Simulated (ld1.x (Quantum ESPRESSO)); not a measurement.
# Pseudopotential generation for thulium (Tm): TM, PBE, fully relativistic.

```json
{"Element": "Tm", "Generator": "ld1.x (Quantum ESPRESSO) 7.5", "Type": "norm-conserving Troullier–Martins (Kleinman–Bylander form)", "Functional": "PBE", "Relativity": "fully relativistic", "Frozen core": "[Xe]", "Valence charge": "15", "Reference configuration": "4f12 5d1 6s2 6p0", "Partial waves": "6s (bound): rc 2.80 bohr; 6p (bound, empty): rc 3.40 bohr; 5d (bound): rc 2.25 bohr; 4f (bound): rc 0.55 bohr", "Local potential": "the f channel", "Core correction": "none"}
```

Open shells are filled in proportion to 2j + 1 (rel_dist='average').

All-electron outer shells of the reference configuration (PBE, scalar-relativistic, ld1.x):

| shell | level (eV) | outermost node (bohr) | outermost maximum (bohr) |
| --- | --- | --- | --- |
| 5s | -57.66 | 0.59 | 1.08 |
| 5p | -30.39 | 0.63 | 1.24 |
| 4f | -9.57 | – | 0.49 |
| 6s | -4.49 | 1.46 | 3.17 |
| 5d | -1.97 | 0.71 | 1.87 |
| 6p | -1.34 | 1.78 | 4.39 |

Calculated quality:

- Ghost test: ghost states, extra bound levels that the all-electron valence spectrum of the same l lacks: s at -2819.5 eV, s at -754.5 eV, d5/2 at -622.2 eV, d3/2 at -614.4 eV, s at -79.9 eV (other channels not judged); a true bound ghost makes a file unfit for plane-wave use (spherical-Bessel basis up to 400 Ry, 20 bohr box)
- Configuration tests: 2 of 7 tests not solved or not reliable; not counted: 4f13 5d0 6s0 6p2 (solver errors, printed error -7.8 eV); 4f13 5d0 6s0 6p1 (solver errors, printed error -2.4 eV)

A Bessel basis up to 400 Ry misses an occupied level by 0.55 Ry, so cutoffs were not judged. Note: ghost states, extra bound levels that the all-electron valence spectrum of the same l lacks: s at -2819.5 eV, s at -754.5 eV, d5/2 at -622.2 eV, d3/2 at -614.4 eV, s at -79.9 eV (other channels not judged). The potential misses its own reference levels by up to 0.8 eV.

Generation and tests took about 4.4 s on one core of a shared server CPU.
